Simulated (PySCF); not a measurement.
Computed with PBE0/[Sn def2-SVP with ECP28, Br def2-SVP], scalar-relativistic core potentials, density fitting, no spin–orbit coupling, PySCF. Open shells, if any, are unrestricted.

Q: What shape and geometry does isolated singlet SnBr₃⁺ take (every ligand bound to Sn)?

A: Counting electrons, tin keeps none of its valence electrons outside its bonds, so the VSEPR class is AX3 and the expected shape is trigonal planar (D3h), as computed. The lowest minimum found is a singlet of D3h symmetry with Sn–Br 2.402 Å (×3); Br–Sn–Br 120.0° (×3). Its harmonic wavenumbers are 71 (e'), 82 (a2''), 233 (a1'), 326 (e') cm⁻¹ and its dipole moment is 0.00 D about the centre of mass.

This need not be the most stable arrangement of these atoms.
